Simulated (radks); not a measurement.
Problem. Species: Rh. Configuration: [Kr] 4d9 (not the ground configuration). Method: Dirac Kohn-Sham, PBE, spin-unpolarised, spherical densities, point nucleus; open shells fill j = l - 1/2 first; computed with a radial shooting solver on a logarithmic mesh with Libxc functionals. Some entries of the table are withheld. Estimate them.

| orbital | occ. | eigenvalue (Ry) | <1/r> (bohr^-1) |
|---|---|---|---|
| 1s1/2 | 2 | -1692.179 | 47.06 |
| 2s1/2 | 2 | -245.0572 | 10.79 |
| 2p1/2 | 2 | -226.8683 | 10.77 |
| 2p3/2 | 4 | -216.2387 | 10.17 |
| 3s1/2 | 2 | -43.59676 | 3.743 |
| 3p1/2 | 2 | -36.47857 | 3.646 |
| 3p3/2 | 4 | -34.65002 | 3.503 |
| 3d3/2 | 4 | (1) | 3.330 |
| 3d5/2 | 6 | (2) | 3.293 |
| 4s1/2 | 2 | -5.83153 | 1.404 |
| 4p1/2 | 2 | -3.67936 | 1.279 |
| 4p3/2 | 4 | -3.39556 | 1.233 |
| 4d3/2 | 4 | (3) | 0.8371 |
| 4d5/2 | 5 | (4) | 0.8209 |

Solution. 
(1) 3d3/2 eigenvalue (Ry): -22.05090
(2) 3d5/2 eigenvalue (Ry): -21.69032
(3) 4d3/2 eigenvalue (Ry): -0.27928
(4) 4d5/2 eigenvalue (Ry): -0.25283
